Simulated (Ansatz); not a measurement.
Two isomers of C2H7BO: A = `BCOC`, B = `BOCC`.

Computed with Ansatz on PBE0-D4/def2-TZVP structures; ΔE is electronic, products minus reactants. CBS: MP2 limit from def2 TZ/QZ plus the TZ coupled-cluster correction, frozen cores. DFT in def2-TZVPP. B3LYP here is the variant with VWN-RPA as its local correlation; programs differ in this. One conformer a species, not always the lowest.

A:

Z-matrix (Å, degrees):
```
C
O 1 1.402
B 1 1.546 2 115.0
H 1 1.110 2 111.1 3 122.7
H 1 1.109 2 111.1 3 -122.8
C 2 1.400 1 112.7 3 -180.0
H 3 1.194 1 122.2 2 0.0
H 3 1.197 1 117.6 2 -180.0
H 6 1.090 2 107.7 1 -180.0
H 6 1.100 2 111.5 1 -60.5
H 6 1.100 2 111.5 1 60.5
```

B:

```xyz
11

B     0.8041   -0.8884   -1.5616
O    -0.1724   -0.1365   -1.0394
C     0.0289    0.6808    0.1060
C    -0.8209    0.1905    1.2519
H     0.5280   -1.5497   -2.5202
H     1.9031   -0.8821   -1.0694
H     1.0913    0.6812    0.3734
H    -0.2542    1.6992   -0.1745
H    -1.8744    0.1664    0.9671
H    -0.5227   -0.8158    1.5541
H    -0.7108    0.8545    2.1125
```

Problem. Which is lower in electronic energy at CCSD(T)/CBS, and by how much? (An estimate is asked.)

Solution. Computed: B, by 202.9 kJ/mol.

Problem. Give E(B) − E(A) in kJ/mol with PBE-D4, B3LYP-D4, CCSD/def2-TZVPP, ωB97M-V, B3LYP, PBE0-D4, LDA (SPW92). (An estimate is asked.)

Solution. The calculation gave: PBE-D4 -194.8, B3LYP-D4 -198.2, CCSD/def2-TZVPP -201.3, ωB97M-V -198.6, B3LYP -197.7, PBE0-D4 -195.9, LDA (SPW92) -200.1. None reverses the order clearly.

Problem. Does the order hold for the free energy at 298.15 K (harmonic terms from PBE0-D4)? (An estimate is asked.)

Solution. The calculation gave: Yes: G(B) − G(A) = -195.0 kJ/mol, for one conformer each.

Largest T1 diagnostic: 0.013.

At CCSD(T), def2-SVP lies −12.8 kJ/mol from the extrapolated value and def2-TZVPP +0.2 kJ/mol. Leaving LDA and LC-ωPBE aside and taking each functional with its dispersion term where it has one, the values, not all of them listed here, spread over 9.5 kJ/mol, from B2PLYP to revPBE-D4. LDA lies −5.6 kJ/mol from PBE without D4.
